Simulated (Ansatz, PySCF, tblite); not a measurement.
Breaking a bond: AuH, singlet.

- RCCSD = CCSD on RHF/def2-TZVP, def2 effective core potentials past Kr in PySCF
- GFN2-xTB, 300 K electronic temperature (tblite)
- UKS-B3LYP/LANL2DZ = unrestricted B3LYP/LANL2DZ, with its core potentials past Ne (PySCF)
- UKS-PBE = unrestricted PBE/def2-TZVP, def2 effective core potentials past Kr (Ansatz, a quantum-chemistry and plane-wave program)

Energies are in kJ/mol, each relative to the lowest point of its own curve near equilibrium.

```json
[
 {"R / Å": "1.17", "RCCSD": "238.9", "GFN2-xTB": "108.2", "UKS-B3LYP/LANL2DZ": "262.5", "UKS-PBE": "246.1"},
 {"R / Å": "1.22", "RCCSD": "159.8", "GFN2-xTB": "62.8", "UKS-B3LYP/LANL2DZ": "177.5", "UKS-PBE": "166.3"},
 {"R / Å": "1.31", "RCCSD": "67.2", "GFN2-xTB": "(withheld)", "UKS-B3LYP/LANL2DZ": "78.3", "UKS-PBE": "72.3"},
 {"R / Å": "1.38", "RCCSD": "27.3", "GFN2-xTB": "3.0", "UKS-B3LYP/LANL2DZ": "34.8", "UKS-PBE": "31.0"},
 {"R / Å": "1.45", "RCCSD": "6.7", "GFN2-xTB": "0.0", "UKS-B3LYP/LANL2DZ": "11.1", "UKS-PBE": "8.8"},
 {"R / Å": "1.49", "RCCSD": "1.4", "GFN2-xTB": "1.7", "UKS-B3LYP/LANL2DZ": "4.0", "UKS-PBE": "2.6"},
 {"R / Å": "1.54", "RCCSD": "0.0", "GFN2-xTB": "6.5", "UKS-B3LYP/LANL2DZ": "0.0", "UKS-PBE": "0.0"},
 {"R / Å": "1.60", "RCCSD": "(withheld)", "GFN2-xTB": "(withheld)", "UKS-B3LYP/LANL2DZ": "0.9", "UKS-PBE": "2.7"},
 {"R / Å": "1.64", "RCCSD": "9.6", "GFN2-xTB": "(withheld)", "UKS-B3LYP/LANL2DZ": "4.3", "UKS-PBE": "7.2"},
 {"R / Å": "1.70", "RCCSD": "(withheld)", "GFN2-xTB": "33.2", "UKS-B3LYP/LANL2DZ": "12.4", "UKS-PBE": "17.1"},
 {"R / Å": "1.79", "RCCSD": "42.5", "GFN2-xTB": "52.6", "UKS-B3LYP/LANL2DZ": "29.7", "UKS-PBE": "36.9"},
 {"R / Å": "1.90", "RCCSD": "73.0", "GFN2-xTB": "78.1", "UKS-B3LYP/LANL2DZ": "55.9", "UKS-PBE": "65.7"},
 {"R / Å": "2.09", "RCCSD": "127.9", "GFN2-xTB": "124.7", "UKS-B3LYP/LANL2DZ": "106.3", "UKS-PBE": "119.2"},
 {"R / Å": "2.34", "RCCSD": "192.1", "GFN2-xTB": "187.5", "UKS-B3LYP/LANL2DZ": "170.9", "UKS-PBE": "185.5"},
 {"R / Å": "2.52", "RCCSD": "228.9", "GFN2-xTB": "230.6", "UKS-B3LYP/LANL2DZ": "206.6", "UKS-PBE": "226.7"},
 {"R / Å": "2.80", "RCCSD": "270.8", "GFN2-xTB": "290.5", "UKS-B3LYP/LANL2DZ": "241.9", "UKS-PBE": "267.5"},
 {"R / Å": "3.06", "RCCSD": "296.1", "GFN2-xTB": "336.2", "UKS-B3LYP/LANL2DZ": "259.8", "UKS-PBE": "285.7"},
 {"R / Å": "3.36", "RCCSD": "314.2", "GFN2-xTB": "376.3", "UKS-B3LYP/LANL2DZ": "270.6", "UKS-PBE": "295.3"},
 {"R / Å": "3.82", "RCCSD": "328.6", "GFN2-xTB": "(withheld)", "UKS-B3LYP/LANL2DZ": "278.1", "UKS-PBE": "300.8"},
 {"R / Å": "4.19", "RCCSD": "334.2", "GFN2-xTB": "—", "UKS-B3LYP/LANL2DZ": "280.8", "UKS-PBE": "302.3"},
 {"R / Å": "4.60", "RCCSD": "337.5", "GFN2-xTB": "—", "UKS-B3LYP/LANL2DZ": "282.3", "UKS-PBE": "303.0"},
 {"R / Å": "5.44", "RCCSD": "340.5", "GFN2-xTB": "—", "UKS-B3LYP/LANL2DZ": "283.7", "UKS-PBE": "303.4"},
 {"R / Å": "6.23", "RCCSD": "341.5", "GFN2-xTB": "—", "UKS-B3LYP/LANL2DZ": "284.2", "UKS-PBE": "303.5"}
]
```

### Question
Complete the blanks.

### Answer

- 1.31, GFN2-xTB: 17.4
- 1.60, RCCSD: 4.1
- 1.60, GFN2-xTB: 14.9
- 1.64, GFN2-xTB: 21.7
- 1.70, RCCSD: 20.9
- 3.82, GFN2-xTB: 415.1

Dashes: no converged value, or the column stops at the first point that the program doubted or that broke a chosen test of continuity, which isn't proof of a fault.

The T1 diagnostic of CCSD on the restricted reference of RCCSD exceeds 0.045 at 2.52 to 6.23 Å. The unrestricted determinant behind UKS-B3LYP/LANL2DZ is spin-contaminated at 2.34 to 6.23 Å (<S²> up to 1.0, against 0.00 for a pure singlet). The unrestricted determinant behind UKS-PBE is spin-contaminated at 2.52 to 6.23 Å (<S²> up to 1.0, against 0.00 for a pure singlet).
